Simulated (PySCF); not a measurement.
Reaction (SMILES): N#P (N-P) + H+ → P#[NH+]
B3LYP-D3(BJ)/def2-TZVP geometries, fixed; electronic energies without zero-point terms; positive where energy is released.
Largest species:
```xyz
3

N      0.0000     0.0000    -0.9047
P      0.0000     0.0000     0.5502
H      0.0000     0.0000    -1.9194
```
Charge +1, spin multiplicity 1.

Effect of the grid level at PBE/def2-TZVP with PySCF, against the last row, where the proton affinity is 195.48 kcal/mol. The proton sits at the site shown, which need not be the one that binds it best.

```tsv
setting	grid points, largest species	largest shift of a total energy (mEh)	shift of the proton affinity (kcal/mol)
grids.level: 0	3312	-3.614	1.018
grids.level: 1	14008	0.009	0.002
grids.level: 2	28296	-0.001	0.000
grids.level: 3	42896	-0.001	0.000
grids.level: 4	72664	0.000	0.000
grids.level: 5	109248	0.000	0.000
grids.level: 7	222240	0.000	0.000
```

Within 0.3 kcal/mol in the proton affinity: grids.level: 1; grids.level: 2; grids.level: 3; grids.level: 4; grids.level: 5. The largest shift is 3.614 mEh in a total energy and 1.018 kcal/mol in the difference.
